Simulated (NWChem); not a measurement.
Species: Si$_{2}$H$_{4}$, singlet; SMILES [SiH][SiH3]

```xyz
6

Si     0.1256     1.3371     0.4868
H      1.1811     1.3557    -0.6268
Si    -0.0889    -1.0184     0.1142
H      1.2469    -1.6725     0.3227
H     -0.4971    -1.2513    -1.3124
H     -1.0833    -1.7035     0.9979
```
Atoms are numbered in this order, from 1.

Program: NWChem. Geometry optimised at PBE0/def2-SVP; all other runs use it. Low-valent species are run as closed-shell singlets; no triplet was tried in these runs.

```
quantity                                                   level  value
--------------------------------------------  ------------------  -----
vertical, lowest excitation, singlet (eV)     PBE/def2-SVPD, TDA      ?
solvation free energy (kcal/mol) in n-hexane  PBE0/def2-SVP, SMD   -1.7
−ε(HOMO) (eV)                                       PBE/def2-SVP      ?
isotropic polarisability (bohr³), static           PBE/def2-SVPD      ?
dipole (D)                                         PBE0/def2-SVP   0.26
highest harmonic frequency (cm⁻¹)                  PBE0/def2-SVP   2224
```

Problem. Fill in the missing entries.

Solution. 
- vertical, lowest excitation, singlet (eV), value: 1.96
- −ε(HOMO) (eV), value: 5.68
- isotropic polarisability (bohr³), static, value: 69.4
